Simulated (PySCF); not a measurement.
GeO, charge +1, doublet, geometry from GFN2-xTB (a state made from the parent by changing its charge; the spin is typed, not shown lowest); PBE0/def2-SV(P) (PySCF).

Input for PySCF:
```python
from pyscf import gto, scf, dft

mol = gto.Mole()
mol.atom = '''
    Ge   -0.00000000   -0.00000000   -0.32217216
    O     0.00000000    0.00000000    1.28868862
'''
mol.basis = 'def2-sv(p)'
mol.charge = 1
mol.spin = 1
mol.verbose = 4
mol.build()

mf = dft.UKS(mol)
mf.xc = 'pbe0'
mf.DIIS = scf.EDIIS
mf.kernel()
mf.analyze()
```

Question: Write the output that PySCF gives for this input, abridged.

Answer: 
```
PySCF version 2.14.0

[INPUT] verbose = 4
[INPUT] num. atoms = 2
[INPUT] num. electrons = 39
[INPUT] charge = 1
[INPUT] spin (= nelec alpha-beta = 2S) = 1
[INPUT] symmetry False subgroup None
[INPUT] Mole.unit = angstrom
[INPUT] Symbol           X                Y                Z      unit          X                Y                Z       unit  Magmom
[...]
nuclear repulsion = 84.0975009618895
number of shells = 18
number of NR pGTOs = 98
number of NR cGTOs = 46
basis = def2-sv(p)
ecp = {}

******** <class 'pyscf.dft.uks.UKS'> ********
method = UKS
initial guess = minao
damping factor = 0
level_shift factor = 0
DIIS = <class 'pyscf.scf.diis.EDIIS'>
diis_start_cycle = 1
diis_space = 8
diis_damp = 0
SCF conv_tol = 1e-09
SCF conv_tol_grad = None
SCF max_cycles = 50
direct_scf = True
direct_scf_tol = 1e-13
number electrons alpha = 20  beta = 19
XC library pyscf.dft.libxc version 7.1.2
    S. Lehtola, C. Steigemann, M. J. T. Oliveira, and M. A. L. Marques,  SoftwareX 7, 1–5 (2018)
XC functionals = pbe0
    C. Adamo and V. Barone,  J. Chem. Phys. 110, 6158 (1999)
    M. Ernzerhof and G. E. Scuseria,  J. Chem. Phys. 110, 5029 (1999)
radial grids:
    Treutler-Ahlrichs [JCP 102, 346 (1995); DOI:10.1063/1.469408] (M4) radial grids

becke partition: Becke, JCP 88, 2547 (1988); DOI:10.1063/1.454033
pruning grids: <function nwchem_prune>
grids dens level: 3
symmetrized grids: False
atomic radii adjust function: <function treutler_atomic_radii_adjust>
small_rho_cutoff = 0
Set gradient conv threshold to 3.16228e-05
tot grids = 34728
init E= -2150.93265811697

cycle= 1 E= -2150.85206987788  delta_E= 0.0806  |g|= 0.745  |ddm|= 1.41
cycle= 2 E= -2146.45412042017  delta_E=  4.4  |g|=  2.5  |ddm|= 2.63
cycle= 3 E= -2149.86436421842  delta_E= -3.41  |g|= 1.59  |ddm|= 2.93
cycle= 4 E= -2150.38129761636  delta_E= -0.517  |g|= 1.19  |ddm|= 0.344
cycle= 5 E= -2150.38129761892  delta_E= -2.57e-09  |g|= 1.19  |ddm|= 2.05e-09
cycle= 6 E= -2150.38129761674  delta_E= 2.18e-09  |g|= 1.19  |ddm|= 1.74e-09
cycle= 7 E= -2150.38129759738  delta_E= 1.94e-08  |g|= 1.19  |ddm|= 1.55e-08
cycle= 8 E= -2150.38129761686  delta_E= -1.95e-08  |g|= 1.19  |ddm|= 1.55e-08
cycle= 9 E= -2150.38129740919  delta_E= 2.08e-07  |g|= 1.19  |ddm|= 1.66e-07
cycle= 10 E= -2150.38129761735  delta_E= -2.08e-07  |g|= 1.19  |ddm|= 1.66e-07
cycle= 11 E= -2143.48961929222  delta_E= 6.89  |g|= 2.72  |ddm|= 3.29
cycle= 12 E= -2149.70562484144  delta_E= -6.22  |g|= 1.66  |ddm|= 3.44
cycle= 13 E= -2149.96661371523  delta_E= -0.261  |g|= 1.47  |ddm|= 0.172
cycle= 14 E= -2149.96661371268  delta_E= 2.55e-09  |g|= 1.47  |ddm|= 1.79e-09
cycle= 15 E= -2149.9666131566  delta_E= 5.56e-07  |g|= 1.47  |ddm|= 3.89e-07
cycle= 16 E= -2149.96661370995  delta_E= -5.53e-07  |g|= 1.47  |ddm|= 3.87e-07
cycle= 17 E= -2149.96661371075  delta_E= -8.05e-10  |g|= 1.47  |ddm|= 5.63e-10
cycle= 18 E= -2149.96661370831  delta_E= 2.44e-09  |g|= 1.47  |ddm|= 1.71e-09
cycle= 19 E= -2149.96661373248  delta_E= -2.42e-08  |g|= 1.47  |ddm|= 1.69e-08
cycle= 20 E= -2142.18384312135  delta_E= 7.78  |g|= 2.85  |ddm|= 3.76
cycle= 21 E= -2149.70748812725  delta_E= -7.52  |g|= 1.64  |ddm|= 3.81
cycle= 22 E= -2149.79991927612  delta_E= -0.0924  |g|= 1.57  |ddm|= 0.0616
cycle= 23 E= -2149.79991924273  delta_E= 3.34e-08  |g|= 1.57  |ddm|= 2.27e-08
cycle= 24 E= -2149.79991927666  delta_E= -3.39e-08  |g|= 1.57  |ddm|= 2.3e-08
cycle= 25 E= -2149.7999192762  delta_E= 4.57e-10  |g|= 1.57  |ddm|= 3.09e-10
cycle= 26 E= -2149.79991927956  delta_E= -3.36e-09  |g|= 1.57  |ddm|= 2.28e-09
cycle= 27 E= -2149.79991927388  delta_E= 5.69e-09  |g|= 1.57  |ddm|= 3.86e-09
cycle= 28 E= -2149.79991927642  delta_E= -2.54e-09  |g|= 1.57  |ddm|= 1.72e-09
cycle= 29 E= -2141.7225656223  delta_E= 8.08  |g|= 2.91  |ddm|= 4.06
cycle= 30 E= -2149.71163633598  delta_E= -7.99  |g|= 1.63  |ddm|= 4.08
cycle= 31 E= -2149.74314469382  delta_E= -0.0315  |g|= 1.61  |ddm|= 0.0209
cycle= 32 E= -2149.74314469849  delta_E= -4.67e-09  |g|= 1.61  |ddm|= 3.14e-09
[...]
cycle= 39 E= -2149.71239774632  delta_E= -8.15  |g|= 1.63  |ddm|=  4.2
cycle= 40 E= -2149.72347239751  delta_E= -0.0111  |g|= 1.62  |ddm|= 0.00743
cycle= 41 E= -2149.72347238898  delta_E= 8.53e-09  |g|= 1.62  |ddm|= 5.71e-09
cycle= 42 E= -2149.72347234549  delta_E= 4.35e-08  |g|= 1.62  |ddm|= 2.91e-08
cycle= 43 E= -2149.72347238951  delta_E= -4.4e-08  |g|= 1.62  |ddm|= 2.95e-08
cycle= 44 E= -2149.7234724288  delta_E= -3.93e-08  |g|= 1.62  |ddm|= 2.63e-08
cycle= 45 E= -2149.72347238271  delta_E= 4.61e-08  |g|= 1.62  |ddm|= 3.09e-08
cycle= 46 E= -2149.72347238878  delta_E= -6.07e-09  |g|= 1.62  |ddm|= 4.07e-09
cycle= 47 E= -2141.5002587429  delta_E= 8.22  |g|= 2.94  |ddm|= 4.25
cycle= 48 E= -2149.71246846849  delta_E= -8.21  |g|= 1.63  |ddm|= 4.25
cycle= 49 E= -2149.71648234099  delta_E= -0.00401  |g|= 1.62  |ddm|= 0.00284
cycle= 50 E= -2149.71648233516  delta_E= 5.83e-09  |g|= 1.62  |ddm|= 3.9e-09
SCF not converged.
SCF energy = -2149.71648233516 after 50 cycles  <S^2> = 0.75024566  2S+1 = 2.0002456
**** SCF Summaries ****
Total Energy =                       -2149.716482335157252
Nuclear Repulsion Energy =              84.097500961889466
One-electron Energy =                -3148.103055174335168
Two-electron Energy =                  914.289071877288279
Two-electron Coulomb Energy =         1002.053226525066862
DFT Exchange-Correlation Energy =      -87.764154647778639
**** MO energy ****
                             alpha | beta                alpha | beta
[...]
To work with the spin densities directly, `use mulliken_meta_spin()` only printing them here.

 ** Mulliken spin pop alpha/beta on meta-lowdin orthogonal AOs **
 ** Mulliken Spin Density (per AO)  **
spin_pop of  0 Ge 1s        0.00000
spin_pop of  0 Ge 2s        0.00002
spin_pop of  0 Ge 3s        0.00009
spin_pop of  0 Ge 4s        0.92508
spin_pop of  0 Ge 5s        0.00071
spin_pop of  0 Ge 2px      -0.00000
spin_pop of  0 Ge 2py      -0.00000
spin_pop of  0 Ge 2pz       0.00000
spin_pop of  0 Ge 3px      -0.00002
spin_pop of  0 Ge 3py      -0.00002
spin_pop of  0 Ge 3pz      -0.00002
spin_pop of  0 Ge 4px      -0.00028
spin_pop of  0 Ge 4py      -0.00028
spin_pop of  0 Ge 4pz      -0.00226
spin_pop of  0 Ge 5px       0.00006
spin_pop of  0 Ge 5py       0.00006
spin_pop of  0 Ge 5pz      -0.00009
spin_pop of  0 Ge 3dxy     -0.00019
spin_pop of  0 Ge 3dyz     -0.00024
spin_pop of  0 Ge 3dz^2     0.00076
spin_pop of  0 Ge 3dxz     -0.00024
spin_pop of  0 Ge 3dx2-y2   -0.00019
spin_pop of  0 Ge 4dxy      0.00017
spin_pop of  0 Ge 4dyz      0.00016
spin_pop of  0 Ge 4dz^2     0.00040
spin_pop of  0 Ge 4dxz      0.00016
spin_pop of  0 Ge 4dx2-y2    0.00017
spin_pop of  0 Ge 5dxy      0.00002
spin_pop of  0 Ge 5dyz      0.00005
spin_pop of  0 Ge 5dz^2     0.00005
spin_pop of  0 Ge 5dxz      0.00005
spin_pop of  0 Ge 5dx2-y2    0.00002
spin_pop of  1 O 1s        0.00000
spin_pop of  1 O 2s        0.03004
spin_pop of  1 O 3s        0.00043
spin_pop of  1 O 2px      -0.00029
spin_pop of  1 O 2py      -0.00029
spin_pop of  1 O 2pz       0.04436
spin_pop of  1 O 3px       0.00058
spin_pop of  1 O 3py       0.00058
spin_pop of  1 O 3pz       0.00050
spin_pop of  1 O 3dxy      0.00000
spin_pop of  1 O 3dyz     -0.00002
spin_pop of  1 O 3dz^2    -0.00008
spin_pop of  1 O 3dxz     -0.00002
spin_pop of  1 O 3dx2-y2    0.00000
 ** Mulliken Spin Density (per atom)  **
spin density of  0 Ge =      0.92419
spin density of  1 O =      0.07581
 ** Mulliken pop alpha/beta on meta-lowdin orthogonal AOs **
 ** Mulliken pop       alpha | beta **
In total            20.00000 | 19.00000
 ** Mulliken atomic charges   ( Nelec_alpha | Nelec_beta ) **
charge of  0Ge =      2.70632  (    15.10894     14.18475 )
charge of  1O =     -1.70632  (     4.89106      4.81525 )

WARN: System has nonzero charge 1; the dipole moment is origin-dependent.
Location of origin: [0. 0. 0.]

Dipole moment(X, Y, Z, Debye):  0.00000, -0.00000, -16.18815
```

Convergence was not reached.
